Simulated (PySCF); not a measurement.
F₂S, SMILES FSF. Geometry: ωB97X-D3(BJ)/def2-TZVP.

TDA-PBE0/def2-TZVPD in PySCF puts the lowest singlet excitations at 3.40, 4.90, 6.70, 7.47, 7.63, 7.74 eV.

Task: What are the lowest excitation roots from ADC(2)/aug-cc-pVDZ run with PySCF? (An estimate is asked for; the answer gives what the named calculation found.)

Result: 3.64, 5.10, 7.07, 8.10, 8.43, 8.56 eV. S1 differs by 0.24 eV (second minus first; roots are paired by order, and the bases may differ).
